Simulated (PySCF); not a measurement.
**Working out the ionisation energy of Cu**

Cu [Ar] 3d10 4s1 (2S) → Cu⁺ [Ar] 3d10 (1S). All numbers are calculated (PySCF 2.14, scalar relativity by spin-free X2C-1e, in jorge-DZP-DKH (8s6p2d1f, 43 functions)). Frozen: [Ar]. Energies in hartree (1 hartree = 27.21139 eV):

```tsv
part	Cu (lower)	Cu⁺ (upper)
UHF	-1653.036591	-1652.799703
CCSD correlation	-0.271948	-0.254537
(T)	-0.012823	-0.011440
```

Task: What does Hartree-Fock give?

Result: (-1652.799703) − (-1653.036591) = 0.236888 hartree = 6.446 eV.

Task: What do CCSD and CCSD(T) give?

Result: The CCSD correlation energies differ by 0.017411 hartree = 0.474 eV and the triples by 0.001383 hartree = 0.038 eV, so CCSD gives 6.920 eV and CCSD(T) 6.958 eV.

Measured between the centres of the two terms (NIST): 7.726 eV, so CCSD(T) (valence) is off by -0.768 eV.

A double-zeta basis recovers only part of the correlation energy.

What remains against the reference includes basis incompleteness, the frozen core and higher excitations.
